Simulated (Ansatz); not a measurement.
Reaction (formal exchange of groups at the Si–O bond): `O[SiH2]O[Si](F)(Cl)Cl` + `C=C` → `C=C[Si](F)(Cl)Cl` + `O[SiH2]O`

Isolated molecules relaxed with PBE0-D4/def2-TZVP in Ansatz; ΔE leaves out vibrations. CCSD(T)/CBS is the MP2 limit (def2-TZVPP, def2-QZVPP) plus CCSD(T) − MP2 in def2-TZVPP, frozen cores. This one scheme is used for every species. Functionals use def2-TZVPP. B3LYP here is the variant with VWN-RPA as its local correlation; programs differ in this. One conformer a species, not always the lowest.

Task: Is it downhill or uphill in electronic energy at CCSD(T)/CBS, and by how much? (An estimate is asked.)

Result: Computed: Uphill: ΔE = +1.21 eV.

Task: What do these levels give: PBE0-D4, r2SCAN, B3LYP, HF/def2-TZVPP, MP2/def2-TZVPP, SCS-MP2/def2-TZVPP, CCSD/def2-TZVPP, HF/def2-QZVPP, SCS-MP2/def2-QZVPP, HF/CBS(def2), MP2/CBS(def2), CCSD/CBS(def2)? (Estimate.)

Result: Computed: PBE0-D4 1.12, r2SCAN 1.18, B3LYP 1.19, HF/def2-TZVPP 1.41, MP2/def2-TZVPP 1.19, SCS-MP2/def2-TZVPP 1.22, CCSD/def2-TZVPP 1.24, HF/def2-QZVPP 1.44, SCS-MP2/def2-QZVPP 1.23, HF/CBS(def2) 1.44, MP2/CBS(def2) 1.19, CCSD/CBS(def2) 1.24 eV.

Largest T1 diagnostic among the species: 0.011.

From PBE to PBE0 (25 % exact exchange), in def2-TZVPP and without D4, ΔE moves by +0.08 eV. In def2-TZVPP, CCSD(T) changes the Hartree–Fock value by −0.20 eV (the triples alone add −0.04 eV) and MP2 by −0.22 eV.
